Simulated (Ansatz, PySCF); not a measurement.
Gas-phase reaction in SMILES: Br[SiH](Br)Br [tribromosilane] + 2 [SiH4] (SiH4) -> 3 [SiH3]Br
Structures are relaxed separately at B3LYP-D3(BJ)/def2-TZVP in Ansatz (an electronic-structure program). Frequencies are from Ansatz or PySCF.
Geometry of the first species:
SMILES: Br[SiH](Br)Br
```xyz
5

Si     0.0125    -0.0212     0.6158
Br     2.0707    -0.2841    -0.1537
Br    -0.7881     1.9418    -0.0193
Br    -1.2888    -1.6473    -0.1327
H      0.0421    -0.0716     2.0806
```

Property: bond separation energy (0 K, with B3LYP-D3(BJ) harmonic zero-point energies), in eV. Cores are frozen in the correlated levels unless marked. Spin-orbit coupling is left out. Frozen are the shells of the preceding noble gas and the d and f shells that filled before the atom's block. No relativistic terms. Basis-set limits of correlation are two-point, X^-3; Hartree-Fock from the larger set. [CCSD(T)-MP2]/basis is that difference in the basis named.

```tsv
level	program	bond separation energy (eV)
PBE-D4/def2-TZVPD	Ansatz + dftd4	0.18
r2SCAN-D3(BJ)/def2-TZVPD	Ansatz + dftd3	0.12
B3LYP-D3(BJ)/def2-TZVPD	Ansatz + dftd3	0.11
PBE0-D4/def2-TZVP	Ansatz + dftd4	0.13
r2SCANh/def2-TZVPD	Ansatz	0.10
B2PLYP-D4/def2-TZVPD	Ansatz + dftd4	0.11
MP2/STO-3G	Ansatz	0.03
MP2/def2-SVPD	Ansatz	0.11
SCS-MP2/6-31G	Ansatz	-0.12
SCS-MP2/def2-TZVPPD	Ansatz	0.07
CCSD(T)/def2-QZVPP	Ansatz	0.08
CCSD(T)/def2-QZVPPD	Ansatz	0.08
RI-MP2/CBS(def2-TZVPPD,def2-QZVPPD)+[CCSD(T)-MP2]/def2-SVPD	Ansatz	0.10
RI-MP2/CBS(def2-TZVPP,def2-QZVPP)+[CCSD(T)-MP2]/def2-TZVPP	Ansatz	0.09
CCSD(T)/CBS(def2-TZVPPD,def2-QZVPPD)	Ansatz	0.07
```
